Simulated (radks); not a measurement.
The numbers below are computed, except where a source is named.
Ar4+, 14 electrons, occupied as [Ne] 3s1.75 3p2 3d0.25 (fractional occupations, a model configuration). Level of theory: Dirac Kohn-Sham, LDA (Slater exchange, Perdew-Zunger correlation), spin-unpolarised, spherical densities, point nucleus; open shells fill j = l - 1/2 first (a radial shooting solver on a logarithmic mesh with Libxc functionals).

X-ray form factor f0, the Fourier transform of the density (f0(0) = 14):

sin(theta)/lambda (1/angstrom),f0 (electrons)
0.05,13.830
0.1,13.350
0.15,12.639
0.2,11.799
0.25,10.927
0.3,10.098
0.4,8.710
0.5,7.688
0.6,6.898
0.8,5.575
1,4.395
1.25,3.213
1.5,2.410
2,1.614
